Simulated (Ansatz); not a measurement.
`CC[SiH2]O[SiH3]` + PH₃ → `CC[SiH2]P` + `O[SiH3]`  (ligand exchange at the Si–O bond)

Gas-phase electronic energies from Ansatz, PBE0-D4/def2-TZVP geometries. CCSD(T)/CBS is the MP2 limit (def2-TZVPP, def2-QZVPP) plus CCSD(T) − MP2 in def2-TZVPP, frozen cores. This one scheme is used for every species. DFT in def2-TZVPP. One conformer a species, not always the lowest.

`CC[SiH2]O[SiH3]`:

Z-matrix (Å, degrees):
```
C
C 1 1.526
H 1 1.093 2 111.4
H 1 1.093 2 111.6 3 120.1
H 1 1.093 2 111.4 3 -119.7
Si 2 1.866 1 113.9 3 60.7
H 2 1.096 1 110.5 3 -61.7
H 2 1.097 1 110.6 3 -178.4
O 6 1.641 2 110.9 1 -57.8
H 6 1.490 2 110.1 1 -178.8
H 6 1.487 2 110.4 1 60.5
Si 9 1.631 6 146.0 2 -56.7
H 12 1.483 9 108.5 6 178.1
H 12 1.488 9 110.3 6 58.3
H 12 1.487 9 110.5 6 -61.8
```

PH₃:

Z-matrix (Å, degrees):
```
P
H 1 1.420
H 1 1.420 2 93.1
H 1 1.420 2 93.1 3 93.3
```

`CC[SiH2]P`:

Z-matrix (Å, degrees):
```
C
C 1 1.526
H 1 1.093 2 111.5
H 1 1.093 2 111.5 3 -119.9
H 1 1.093 2 111.5 3 120.1
Si 2 1.877 1 113.8 3 -178.1
H 2 1.095 1 110.5 3 60.2
H 2 1.096 1 110.4 3 -56.9
P 6 2.260 2 109.4 1 -60.3
H 6 1.491 2 109.9 1 63.1
H 6 1.489 2 110.5 1 -177.5
H 9 1.420 6 93.8 2 173.0
H 9 1.421 6 94.3 2 79.3
```

`O[SiH3]`:

```xyz
6

O     0.318   -1.207   -0.289
Si   -0.071    0.380   -0.082
H     0.316   -1.773    0.483
H    -1.449    0.542    0.461
H     0.016    0.999   -1.424
H     0.870    1.060    0.851
```

```tsv
level	ΔE (kJ/mol)
r2SCAN-D4	85.9
B2PLYP	94.9
CCSD(T)/def2-TZVPP	92.4
HF/def2-QZVPP	118.5
MP2/def2-QZVPP	91.4
SCS-MP2/def2-QZVPP	97.9
HF/CBS(def2)	118.8
CCSD/CBS(def2)	94.5
```

What does CCSD(T)/CBS give? (An estimate is asked.)

Computed: +90.3 kJ/mol. The listed levels differ from it by -4.4, 4.6, 2.1, 28.2, 1.1, 7.6, 28.5, 4.2 kJ/mol.

Largest T1 diagnostic among the species: 0.013.

In def2-TZVPP, CCSD(T) changes the Hartree–Fock value by −23.9 kJ/mol (the triples alone add −4.2 kJ/mol) and MP2 by −24.5 kJ/mol. From PBE to PBE0 (25 % exact exchange), in def2-TZVPP and without D4, ΔE moves by +6.7 kJ/mol.
